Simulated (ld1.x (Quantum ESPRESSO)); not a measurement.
## Configuration tests for sulfur (TM)

```json
{
  "Element": "sulfur",
  "Generator": "ld1.x (Quantum ESPRESSO) 7.5",
  "Type": "norm-conserving Troullier–Martins (Kleinman–Bylander form)",
  "Functional": "PBE",
  "Relativity": "scalar-relativistic",
  "Frozen core": "[Ne]",
  "Valence charge": "6",
  "Reference configuration": "3s2 3p4",
  "Partial waves": "3p (bound): rc 1.55 bohr; 3d channel at 0.4 Ry: rc 1.60 bohr; 3s (bound): rc 1.05 bohr",
  "Local potential": "the s channel",
  "Core correction": "none"
}
```

Energies are relative to the spin-unpolarised reference configuration 3s2 3p4; without spin polarisation the order of configurations can differ from experiment. The frozen-core shift is the all-electron ΔE with the core orbitals held at their reference shape minus the fully relaxed ΔE.

(1) Give the all-electron excitation energy and the error of the potential for: 3s2 3p3; 3s2 3p2; 3s2 3p1; 3s2 3p3.5; 3s2 3p0; 3s0 3p6; 3s1 3p5.

Levels in the configuration 3s0 3p6:

```csv
level,all-electron (eV),pseudo (eV)
3p,-8.076,-8.071
```

## Answers

(1)

| valence configuration | charge | ΔE all-electron (eV) | error AE − PS (meV) | frozen-core shift (meV) |
| --- | --- | --- | --- | --- |
| 3s2 3p3 | +1 | 11.769 | +3.9 | +1.2 |
| 3s2 3p2 | +2 | 34.053 | +29 | +8.7 |
| 3s2 3p1 | +3 | 68.094 | +105 | +35 |
| 3s2 3p3.5 | +0.5 | 4.660 | +0.6 | +0.2 |
| 3s2 3p0 | +4 | 114.891 | +294 | +105 |
| 3s0 3p6 | 0 | 20.740 | +89 | +1.4 |
| 3s1 3p5 | 0 | 10.311 | +13 | +0.3 |
